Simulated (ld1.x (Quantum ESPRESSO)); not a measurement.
# An all-electron radial function and its pseudo partner (lutetium (Lu))

Columns: radius, all-electron u(r) and pseudo u(r) of the 5s shell (level -62.58 eV) of lutetium in the configuration [Kr] 4d10 4f14 5s2 5p6 5d1 6s1 6p1; PW91, scalar-relativistic, TM scheme, ld1.x (Quantum ESPRESSO) 7.5.

```json
{"r (bohr)": "0.105", "all-electron": "0.1288", "pseudo": "0.0448"}
{"r (bohr)": "0.210", "all-electron": "0.2038", "pseudo": "0.0977"}
{"r (bohr)": "0.315", "all-electron": "-0.4483", "pseudo": "0.1679"}
{"r (bohr)": "0.420", "all-electron": "-0.5436", "pseudo": "0.2658"}
{"r (bohr)": "0.525", "all-electron": "-0.1850", "pseudo": "0.4006"}
{"r (bohr)": "0.630", "all-electron": "0.2835", "pseudo": "0.5727"}
{"r (bohr)": "0.735", "all-electron": "0.6732", "pseudo": "0.7650"}
{"r (bohr)": "0.840", "all-electron": "0.9291", "pseudo": "0.9397"}
{"r (bohr)": "0.945", "all-electron": "1.0589", "pseudo": "1.0548"}
{"r (bohr)": "1.050", "all-electron": "1.0922", "pseudo": "1.0909"}
{"r (bohr)": "1.155", "all-electron": "1.0593", "pseudo": "1.0592"}
{"r (bohr)": "1.260", "all-electron": "0.9858", "pseudo": "0.9858"}
{"r (bohr)": "1.365", "all-electron": "0.8911", "pseudo": "0.8911"}
{"r (bohr)": "1.470", "all-electron": "0.7882", "pseudo": "0.7882"}
{"r (bohr)": "1.575", "all-electron": "0.6859", "pseudo": "0.6859"}
{"r (bohr)": "1.680", "all-electron": "0.5893", "pseudo": "0.5893"}
{"r (bohr)": "1.785", "all-electron": "0.5011", "pseudo": "0.5011"}
{"r (bohr)": "1.890", "all-electron": "0.4226", "pseudo": "0.4226"}
{"r (bohr)": "1.995", "all-electron": "0.3541", "pseudo": "0.3541"}
{"r (bohr)": "2.100", "all-electron": "0.2951", "pseudo": "0.2951"}
{"r (bohr)": "2.205", "all-electron": "0.2447", "pseudo": "0.2447"}
{"r (bohr)": "2.310", "all-electron": "0.2021", "pseudo": "0.2021"}
{"r (bohr)": "2.415", "all-electron": "0.1665", "pseudo": "0.1665"}
{"r (bohr)": "2.520", "all-electron": "0.1367", "pseudo": "0.1367"}
{"r (bohr)": "2.625", "all-electron": "0.1120", "pseudo": "0.1120"}
{"r (bohr)": "2.730", "all-electron": "0.0916", "pseudo": "0.0916"}
```

Question: How many radial nodes do the two functions have?

Answer: The all-electron 5s function has n − l − 1 = 4 (the table is too coarse to show those close to the nucleus); the pseudo-wave has 0, since the states of the same l below it are removed with the core.

Question: At about which radius was the pseudo-wave matched?

Answer: 1.25 bohr, where the columns begin to agree (steps of 0.10 bohr).

Question: Is the pseudo-wave norm-conserving?

Answer: Yes: the TM scheme keeps the norm inside the radius equal to the all-electron one, which fixes the energy derivative of the logarithmic derivative at the level.
